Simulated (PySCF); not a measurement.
C2Si, SMILES [C][C][Si] (connectivity only; charge and spin as stated), neutral, multiplicity 1.

Geometry: PBE0-D3(BJ)/def2-TZVP. The geometry has at least one imaginary mode, so it is a saddle point at that level.

Two levels are set side by side: TDA-PBE/def2-TZVPD (PySCF) and TDA-M06-2X/def2-TZVPD (PySCF). Vertical, same geometry. The lowest singlet is HOMO→LUMO+1 99 % with PBE and HOMO−2→LUMO+1 49 %, HOMO−1→LUMO 49 % with the other functional; states are paired by order. Differences are taken from unrounded values.

```csv
quantity,TDA-M06-2X,TDA-PBE,TDA-PBE minus TDA-M06-2X
lowest singlet excitation (eV),3.04,2.33,-0.71
lowest triplet excitation (TDA) (eV),2.31,1.63,-0.68
first bright state (f over 0.05) (eV),6.52,6.15,-0.37
its oscillator strength,0.76,0.19,-0.57
```

Functionals without exact exchange tend to place singlet excitations lower, as here. Differences between two approximate levels are no errors against the true value.

Rough cost on one machine, each run with all the roots and properties that it gave: TDA-M06-2X against TDA-PBE about 6 times.
